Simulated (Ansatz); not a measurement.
Reaction (redistribution): `O[BH][GaH2]` + `C[SiH2]NCO` → `OBNCO` + `C[SiH2][GaH2]`

Isolated molecules relaxed with PBE0-D4/def2-TZVP in Ansatz; ΔE leaves out vibrations. CCSD(T)/CBS is the MP2 limit (def2-TZVPP, def2-QZVPP) plus CCSD(T) − MP2 in def2-TZVPP, frozen cores. This one scheme is used for every species. Functionals use def2-TZVPP. B3LYP here is the variant with VWN-RPA as its local correlation; programs differ in this. For Ga outer-core shells are correlated without core-valence functions, which leaves a few kJ/mol of doubt a bond. Scalar relativity is left out up to krypton. Each species was taken in one conformer, which may not be the lowest.

```
             level  ΔE (kJ/mol)  difference from CCSD(T)/CBS
            PBE-D4       -109.7                        -10.2
         r2SCAN-D4       -106.9                         -7.4
           PBE0-D4       -109.5                        -10.0
          B3LYP-D4       -103.5                         -4.0
           ωB97X-V        -99.8                         -0.3
           ωB97M-V       -100.3                         -0.8
            B2PLYP       -102.6                         -3.1
               PBE       -110.7                        -11.2
            r2SCAN       -107.3                         -7.8
              PBE0       -110.3                        -10.8
             B3LYP       -104.9                         -5.4
     HF/def2-TZVPP       -100.6                         -1.1
    MP2/def2-TZVPP       -100.0                         -0.5
SCS-MP2/def2-TZVPP        -97.6                          1.9
   CCSD/def2-TZVPP       -101.1                         -1.6
CCSD(T)/def2-TZVPP       -101.7                         -2.2
     HF/def2-QZVPP        -99.6                         -0.1
    MP2/def2-QZVPP        -98.4                          1.1
SCS-MP2/def2-QZVPP        -96.2                          3.3
      HF/CBS(def2)        -99.4                          0.1
     MP2/CBS(def2)        -97.8                          1.7
    CCSD/CBS(def2)        -98.9                          0.6
       CCSD(T)/CBS        -99.5                            0
```

Largest T1 diagnostic among the species: 0.014.
